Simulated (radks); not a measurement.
Species: Ar2+. Configuration: [Ne] 3s2 3p4.

Calculated with a radial shooting solver on a logarithmic mesh with Libxc functionals: scalar-relativistic Kohn-Sham, exchange-only LDA, spin-polarised, spherical densities, finite nucleus; open shells are filled with parallel spins first; Fermi nuclear charge, rms radius 3.4274 fm.

Energy parts (eV):
| part | energy |
|---|---|
| total | -14283.040 |
| kinetic | 14373.953 |
| electron-nucleus | -33741.471 |
| Hartree | 5824.082 |
| exchange | -739.604 |

Orbitals (lengths in bohr, moments of r in powers of bohr; <r^-3> diverges for s and p1/2; r(90%) holds 90 % of the orbital's charge):
| orbital | occ. | eigenvalue (eV) | r(90%) | <r^4> | <r^-3> |
|---|---|---|---|---|---|
| 1s up | 1 | -3138.628 | 0.154 | 0.0002546 | - |
| 1s down | 1 | -3138.096 | 0.153 | 0.0002545 | - |
| 2s up | 1 | -324.0090 | 0.649 | 0.07547 | - |
| 2s down | 1 | -323.4064 | 0.648 | 0.07489 | - |
| 2p up | 3 | -258.0627 | 0.626 | 0.06640 | 126.8 |
| 2p down | 3 | -257.3280 | 0.625 | 0.06577 | 126.8 |
| 3s up | 1 | -50.1486 | 1.99 | 6.666 | - |
| 3s down | 1 | -47.1781 | 2.01 | 6.975 | - |
| 3p up | 3 | -35.1677 | 2.25 | 10.78 | 12.99 |
| 3p down | 1 | -32.3510 | 2.30 | 11.82 | 12.67 |

The highest occupied level is 3p down at -32.351 eV. For comparison, the ionisation energy in NIST's Atomic Spectra Database is 40.74 eV (semi-empirical). In exact Kohn-Sham theory the highest level is minus the ionisation energy, but local and semilocal functionals leave it too shallow, through self-interaction and a potential that decays too fast; potentials with the right tail come closer. Spin moment in Bohr magnetons: 2. The electron density at the nucleus is 4324 e/bohr^3 (large components only). Summed over all electrons, <r^2> = 15.75 bohr^2, which gives a Langevin (diamagnetic) susceptibility term of -12.5 x 10^-6 cm^3/mol. The density falls to 0.001 e/bohr^3 at r = 3.20 bohr.
